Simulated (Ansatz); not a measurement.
chlorotrifluoromethane (CClF3), singlet, at a GFN2-xTB geometry; CCSD(T)/STO-3G in Ansatz (an electronic-structure program).

Input for Ansatz:
Ansatz 0.2 input:
```yaml
crystal:
  periodic: [false, false, false]
  atoms:
    - {symbol: F, position_ang: [-0.86134566, -0.63254016, -1.02874238]}
    - {symbol: C, position_ang: [-0.35035604, -0.00774362, 0.01889747]}
    - {symbol: F, position_ang: [-0.84407447, 1.21875581, 0.05006863]}
    - {symbol: F, position_ang: [-0.74576507, -0.64039210, 1.11088556]}
    - {symbol: Cl, position_ang: [1.42134135, 0.03141469, -0.07666418]}
basis:
  gaussian:
    orbitals: STO-3G
magnetization: {spin_polarized: false}
correlation: {method: ccsd_t, electrons: outside_noble_gas}
accuracy: high
```

What the program printed (banner, timings and long lists left out):

```
Functional definition: HF
575 factors; integrals over basis functions are off by at most 4.1e-8 eV
mean field evaluation 1: about -21384.0784 eV, gradient 4.4e1 eV
mean field evaluation 2: about -21384.2675 eV, gradient 4.5e1 eV
mean field evaluation 4: about -21390.8493 eV, gradient 1.9e0 eV
mean field evaluation 8: about -21390.8660 eV, gradient 3.0e-4 eV
mean field evaluation 16: about -21390.5495 eV, gradient 1.9e0 eV
mean field -21390.86603797 eV, -786.0998276456 hartree, gradient 4.2e-9 eV, S^2 0.000000; 0 other end points of the search recorded, 0 dependent functions left out
9 core orbitals not correlated
reference -21390.86603797 eV, -786.0998276456 hartree; 16, 16 occupied and 4, 4 virtual orbitals, 575 factors
second order -2.93137258 eV of doubles, -0.00000000 eV of singles
cycle   1  -3.31530719 eV  change   -3.8e-1 eV  update   7.0e-2
cycle   2  -3.53877568 eV  change   -2.2e-1 eV  update   2.0e-2
cycle   3  -3.57738528 eV  change   -3.9e-2 eV  update   8.7e-3
cycle   4  -3.57762694 eV  change   -2.4e-4 eV  update   1.6e-3
cycle   5  -3.57720792 eV  change    4.2e-4 eV  update   5.1e-4
cycle   6  -3.57722112 eV  change   -1.3e-5 eV  update   1.6e-4
cycle   7  -3.57716512 eV  change    5.6e-5 eV  update   3.7e-5
cycle   8  -3.57714879 eV  change    1.6e-5 eV  update   1.2e-5
cycle   9  -3.57715243 eV  change   -3.6e-6 eV  update   2.7e-6
cycle  10  -3.57715104 eV  change    1.4e-6 eV  update   6.4e-7
cycle  11  -3.57715109 eV  change   -4.2e-8 eV  update   2.0e-7
cycle  12  -3.57715107 eV  change    1.6e-8 eV  update   7.3e-8
cycle  13  -3.57715116 eV  change   -8.9e-8 eV  update   2.5e-8
cycle  14  -3.57715117 eV  change   -1.5e-8 eV  update   1.2e-8
cycle  15  -3.57715092 eV  change    2.5e-7 eV  update   8.7e-8
cycle  16  -3.57715088 eV  change    3.9e-8 eV  update   2.8e-8
cycle  17  -3.57715087 eV  change    1.1e-8 eV  update   1.0e-8
cycle  18  -3.57715088 eV  change   -2.8e-9 eV  update   2.4e-9
cycle  19  -3.57715088 eV  change  -8.3e-10 eV  update  6.9e-10
perturbative correction -0.14038526 eV, -0.0051590633 hartree
Total energy: -21394.58357411 eV, -786.2364445789 hartree
```
